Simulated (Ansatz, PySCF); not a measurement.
C3H12OSi2, SMILES OC[C@H]([SiH2]C)[SiH3]. Atoms are numbered in the order given.

```xyz
18

C      2.2974     1.2851     0.0531
Si     1.3054    -0.2576    -0.3650
C     -0.5569     0.0694    -0.3990
Si    -1.0604     1.3372     0.8973
C     -1.3414    -1.2444    -0.2344
O     -0.8601    -2.2885    -1.0594
H      2.1012     2.0883    -0.6754
H      2.0535     1.6689     1.0565
H      3.3761     1.0633     0.0293
H      1.7770    -0.8034    -1.6712
H      1.5497    -1.3075     0.6789
H     -0.7858     0.5036    -1.3897
H     -0.5450     2.6910     0.5435
H     -2.5489     1.4064     1.0147
H     -0.5093     0.9516     2.2330
H     -1.3329    -1.5529     0.8300
H     -2.3978    -1.0857    -0.5075
H     -0.1692    -2.7615    -0.5827
```

Geometry optimised at ωB97X-D3(BJ)/def2-SVP. The structure was generated by enumeration; whether it is a known compound was not checked. Other conformers were not sampled.

Two levels are set side by side: PBE-D3(BJ)/def2-SVP (Ansatz, a program for electronic structure) and ωB97X-D3(BJ)/def2-SVP (PySCF). Each level has its own optimised geometry; the coordinates shown are those of the second. Frequencies come from the Hessian of PySCF at each geometry. Differences are taken from unrounded values.

```tsv
quantity	ωB97X-D3(BJ)	PBE-D3(BJ)	PBE-D3(BJ) minus ωB97X-D3(BJ)
mean bond length (Å)	1.392	1.403	0.011
bond C1–Si2 (Å)	1.881	1.890	0.009
bond Si2–C3 (Å)	1.891	1.910	0.019
bond C3–Si4 (Å)	1.882	1.899	0.018
bond C3–C5 (Å)	1.539	1.546	0.007
bond C5–O6 (Å)	1.415	1.420	0.005
bond C1–H7 (Å)	1.102	1.109	0.007
bond C1–H8 (Å)	1.102	1.109	0.007
bond C1–H9 (Å)	1.102	1.109	0.007
bond Si2–H10 (Å)	1.492	1.506	0.014
bond Si2–H11 (Å)	1.501	1.513	0.013
bond C3–H12 (Å)	1.106	1.114	0.009
bond Si4–H13 (Å)	1.491	1.504	0.013
bond Si4–H14 (Å)	1.495	1.507	0.013
bond Si4–H15 (Å)	1.495	1.507	0.012
bond C5–H16 (Å)	1.108	1.118	0.010
bond C5–H17 (Å)	1.103	1.111	0.009
highest harmonic wavenumber (cm⁻¹)	3893	3701	-192
mean harmonic wavenumber (cm⁻¹)	1291	1236	-55
zero-point energy (kcal/mol)	88.59	84.81	-3.78
```

GGA bonds tend to be longer and softer than those of functionals with exact exchange. Differences between two approximate levels are no errors against the true value.
